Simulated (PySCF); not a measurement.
- structure optimised with GFN2-xTB
- σ from GIAO-PBE0/pcSseg-1
- program: PySCF 2.14.0 with density-fitted response routines
- no relativistic terms, equivalent nuclei averaged, no solvent, one conformer

Shifts are taken against calculated references (same method and geometry level): 1H, 13C vs TMS. Shifts are as computed. Against solution values, carbons near 30 ppm lie about +3 ppm off and those near 130 ppm about +5 ppm. Of 1211 compounds with measured shifts, 218 miss one by over three times the rms of a fit or turn the order of signals round; such compounds aren't used in these exercises. OH and NH positions are gas-phase values without hydrogen bonding to other molecules.

Q: Order these molecules by the shift of their most shielded carbon, lowest δ first.
A. CC(=O)Oc1ccco1
B. Cn1ccpc1C1CC1
C. N#C[C@@H]1OC[Si@H](N)N[SiH2]1
D. CC#CCCOC(=O)/C=C/F

A: D (4.6 ppm, propargylic methyl carbon), B (14.8 ppm, three-membered-ring carbon), A (23.8 ppm, methyl carbon α to a carbonyl), C (55.6 ppm, sp3 CH bonded to O and Si, α to a nitrile).

Q: Order these molecules by the shift of their most deshielded carbon, lowest δ first.
A. CC(=O)Oc1ccco1
B. CC#CCCOC(=O)/C=C/F
C. N#C[C@@H]1OC[Si@H](N)N[SiH2]1
D. CC(=O)O/C=C/C=C/C=O

A: C (125.1 ppm, nitrile carbon), A (169.8 ppm, ester carbonyl carbon), B (176.8 ppm, β carbon of a C=C–C=O unit), D (191.7 ppm, aldehyde carbonyl carbon).

Q: How many 13C and 1H signals does each give (equivalence by symmetry and fast rotation, but not about amide C–N or C=N bonds)? `N#C[C@@H]1OC[Si@H](N)N[SiH2]1`, `Cn1ccpc1C1CC1`, `CC#CCCOC(=O)/C=C/F`, `CC(=O)O/C=C/C=C/C=O`, `CC(=O)Oc1ccco1`

A: N#C[C@@H]1OC[Si@H](N)N[SiH2]1: 3 C, 8 H; Cn1ccpc1C1CC1: 6 C, 6 H; CC#CCCOC(=O)/C=C/F: 8 C, 5 H; CC(=O)O/C=C/C=C/C=O: 7 C, 6 H; CC(=O)Oc1ccco1: 6 C, 4 H.
